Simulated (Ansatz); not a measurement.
System: CH₆FSi₂ (charge 0, doublet). It need not be the lowest isomer of its formula. 
Coordinates optimised at B3LYP-D3(BJ)/def2-TZVP (Ansatz, a first-principles code):
SMILES: F[SiH]C[SiH3]
```xyz
10

F      1.5812    -0.8740    -0.8581
Si     1.2706     0.5313    -0.1240
C     -0.2528     0.3106     0.9395
Si    -1.8380    -0.1600     0.0407
H      2.4777     0.8551     0.6912
H     -0.4187     1.2510     1.4752
H     -0.0264    -0.4540     1.6922
H     -1.6748    -1.4616    -0.6439
H     -2.9599    -0.2625     1.0041
H     -2.1686     0.8757    -0.9663
```
Charge 0, spin multiplicity 2.

Total electronic energies in hartree. Correlated levels leave the core frozen unless marked. UHF or UKS for open shells. Spin-orbit coupling is left out. No relativistic terms. CBS marks a two-point X^-3 extrapolation of the correlation energy; Hartree-Fock from the larger set. The bracket is a focal-point correction in the basis named.

```csv
level,program,energy (Eh)
HF/cc-pwCVTZ,Ansatz,-718.78552
RI-HF/cc-pV(Q+d)Z,Ansatz,-718.80265
BLYP-D4/def2-TZVPD,Ansatz + dftd4,-720.61111
r2SCAN-D4/def2-TZVPD,Ansatz + dftd4,-720.52104
B97M-V/def2-TZVPD,Ansatz,-720.45082
B3LYP-D4/def2-TZVPD,Ansatz + dftd4,-720.69929
PBE0-D3(BJ)/def2-TZVP,Ansatz + dftd3,-720.25076
PBE0-D3(BJ)/def2-TZVPD,Ansatz + dftd3,-720.25227
PBE0-D4/def2-TZVP,Ansatz + dftd4,-720.25028
CAM-B3LYP-D4/def2-TZVPD,Ansatz + dftd4,-720.61064
LC-wPBE-D4/def2-TZVPD,Ansatz + dftd4,-720.38871
wB97X-V/def2-TZVPD,Ansatz,-720.49937
B2GP-PLYP/def2-TZVPD,Ansatz,-720.19174
PBE-QIDH/def2-TZVPD,Ansatz,-720.05414
"RI-MP2/CBS(cc-pV(T+d)Z,cc-pV(Q+d)Z)",Ansatz,-719.5481
SCS-MP2/aug-cc-pV(T+d)Z,Ansatz,-719.46425
CCSD(T)/STO-3G,Ansatz,-710.31718
CCSD(T)/aug-cc-pV(D+d)Z,Ansatz,-719.33735
CCSD(T)/cc-pV(D+d)Z,Ansatz,-719.28071
CCSD(T)/cc-pV(Q+d)Z,Ansatz,-719.57561
"RI-MP2/CBS(cc-pV(T+d)Z,cc-pV(Q+d)Z)+[CCSD(T)-MP2]/cc-pV(D+d)Z",Ansatz,-719.6124
"RI-MP2/CBS(cc-pV(T+d)Z,cc-pV(Q+d)Z)+[CCSD(T)-MP2]/cc-pV(T+d)Z",Ansatz,-719.6166
"CCSD(T)/CBS(aug-cc-pV(T+d)Z,aug-cc-pV(Q+d)Z)",Ansatz,-719.6112
```

Totals of different functionals don't rank their quality; only differences between species are comparable.
